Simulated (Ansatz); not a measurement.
Si16OH28⁺. Total charge 1; doublet. Geometry PBE-D4/def2-SVP, that of the neutral singlet; atoms count from 1.

```tsv
atom	x (Å)	y (Å)	z (Å)
Si1	1.002	3.832	0.861
Si2	-3.325	-0.207	2.251
Si3	-2.701	-1.791	-0.934
O4	-1.345	1.502	-0.099
Si5	2.218	0.440	2.579
Si6	1.034	-1.147	1.284
Si7	2.144	-1.630	-0.743
Si8	4.118	1.822	-0.404
Si9	-0.603	-4.403	-1.462
Si10	-1.847	1.512	1.637
Si11	-0.591	3.031	-0.671
Si12	2.792	2.419	1.448
Si13	-1.498	0.175	-1.409
Si14	-4.462	-0.816	0.285
Si15	-1.656	-3.413	0.426
Si16	2.998	0.300	-1.807
Si17	0.951	-2.878	-2.367
H18	1.531	5.022	0.092
H19	0.266	4.358	2.066
H20	-4.143	0.506	3.303
H21	-2.533	-1.317	2.878
H22	-3.194	-1.898	-2.376
H23	1.470	0.770	3.849
H24	3.545	-0.162	2.977
H25	-0.344	-0.579	1.046
H26	0.912	-2.368	2.148
H27	3.368	-2.401	-0.300
H28	4.541	3.058	-1.161
H29	5.353	1.171	0.168
H30	-1.412	-4.852	-2.665
H31	0.239	-5.600	-1.070
H32	-2.514	2.865	1.680
H33	-0.548	1.638	2.384
H34	-1.751	3.961	-0.886
H35	0.015	2.648	-1.985
H36	3.602	3.306	2.368
H37	-2.131	1.043	-2.472
H38	-0.040	0.073	-1.750
H39	-5.084	0.449	-0.261
H40	-5.564	-1.782	0.636
H41	-2.947	-4.257	0.308
H42	1.894	1.065	-2.497
H43	3.960	-0.142	-2.884
H44	0.251	-1.848	-3.231
H45	2.031	-3.475	-3.241
```

Single mean-field runs in def2-TZVP are fitted with def2-universal-jkfit.

**Question.** Estimate the Mulliken populations of the heavy atoms from the PBE0/def2-TZVP orbitals of Ansatz.

**Answer.** 
```
atom  charge (e)  spin (α − β)
 Si1       -0.06          0.00
 Si2       -0.01          0.00
 Si3       -0.05          0.02
  O4       -0.35          0.00
 Si5       -0.06          0.02
 Si6        0.04          0.00
 Si7       -0.03          0.00
 Si8       -0.02          0.00
 Si9        0.00          0.08
Si10        0.19          0.00
Si11        0.19          0.00
Si12       -0.02          0.00
Si13        0.20          0.00
Si14       -0.01          0.00
Si15        0.01          0.78
Si16        0.00          0.00
Si17       -0.01          0.00
```
Mulliken values depend strongly on the basis.

**Question.** Where does the spin sit?

**Answer.** Summed by element: Si 0.90, O 0.00, H 0.10, of 1 unpaired in all. Largest on single atoms: Si15 0.78, Si9 0.08, H30 0.04.

**Question.** And the Mayer bond orders between heavy atoms (over 0.3)?

**Answer.** Si1–Si11 0.94 (2.35 Å); Si1–Si12 0.94 (2.35 Å); Si2–Si10 0.93 (2.35 Å); Si2–Si14 0.93 (2.35 Å); Si3–Si13 0.93 (2.35 Å); Si3–Si14 0.93 (2.35 Å); Si3–Si15 0.96 (2.36 Å); O4–Si10 0.78 (1.81 Å); O4–Si11 0.76 (1.80 Å); O4–Si13 0.69 (1.87 Å); Si5–Si6 0.93 (2.37 Å); Si5–Si12 0.94 (2.35 Å); Si6–Si7 0.94 (2.36 Å); Si7–Si16 0.93 (2.36 Å); Si7–Si17 0.93 (2.37 Å); Si8–Si12 0.94 (2.35 Å); Si8–Si16 0.95 (2.35 Å); Si9–Si15 0.95 (2.38 Å); Si9–Si17 0.94 (2.36 Å).
